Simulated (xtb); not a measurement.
xtb input (GFN-FF):

```bash
xtb mol.xyz --gfnff --opt tight --chrg 0 --uhf 0
```
mol.xyz:
```
4

B     -0.01178706     0.83869764    -0.00331350
Br     1.66103330    -0.06531701     0.02545569
Br    -1.65853892    -0.11216865    -0.02475449
H     -0.02836814     2.01851006    -0.00797466
```

End of the output:

```
         :::::::::::::::::::::::::::::::::::::::::::::::::::::
         ::                     SUMMARY                     ::
         :::::::::::::::::::::::::::::::::::::::::::::::::::::
         :: total energy              -0.249406824015 Eh    ::
         :: gradient norm              0.000124722706 Eh/a0 ::
         ::.................................................::
         :: bond energy               -0.254410789594 Eh    ::
         :: angle energy               0.000398626069 Eh    ::
         :: torsion energy             0.000000000000 Eh    ::
         :: repulsion energy           0.008511416193 Eh    ::
         :: electrostat energy        -0.002268825058 Eh    ::
         :: dispersion energy         -0.001637214475 Eh    ::
         :: HB energy                 -0.000000037149 Eh    ::
         :: XB energy                  0.000000000000 Eh    ::
         :: bonded atm energy          0.000000000000 Eh    ::
         :: external energy            0.000000000000 Eh    ::
         :: add. restraining           0.000000000000 Eh    ::
         :: total charge               0.000000000000 e     ::
         :::::::::::::::::::::::::::::::::::::::::::::::::::::

           -------------------------------------------------
          |                Property Printout                |
           -------------------------------------------------

molecular dipole:
                 x           y           z       tot (Debye)
 q only:       -0.004       0.288      -0.001       0.732
           -------------------------------------------------
          |                Geometry Summary                 |
           -------------------------------------------------

      molecular mass/u    :      171.6260244
   center of mass at/Å    :        0.0000257      -0.0018284       0.0000072
  moments of inertia/u·Å² :        0.1222482E+02   0.4924267E+03   0.5046515E+03
rotational constants/cm⁻¹ :        0.1378968E+01   0.3423379E-01   0.3340450E-01

 * 3 selected distances

     #   Z          #   Z                                           value/Å
     1   5 B        2  35 Br                                      1.9724300
     1   5 B        3  35 Br                                      1.9724300 (max)
     1   5 B        4   1 H                                       1.1634312 (min)

 * 2 distinct bonds (by element types)

   Z      Z             #   av. dist./Å        max./Å        min./Å
   1 H    5 B           1     1.1634312     1.1634312     1.1634312
   5 B   35 Br          2     1.9724300     1.9724300     1.9724300

optimized geometry written to: xtbopt.xyz

           -------------------------------------------------
          | TOTAL ENERGY               -0.249406824015 Eh   |
          | GRADIENT NORM               0.000124722706 Eh/α |
           -------------------------------------------------
########################################################################
[WARNING] Runtime exception occurred
-1- gfnff_setup: Could not read topology file.
########################################################################

------------------------------------------------------------------------
------------------------------------------------------------------------
 total:
Note: The following floating-point exceptions are signalling: IEEE_UNDERFLOW_FLAG IEEE_DENORMAL
normal termination of xtb
 SCF:
 ANC optimizer:
```
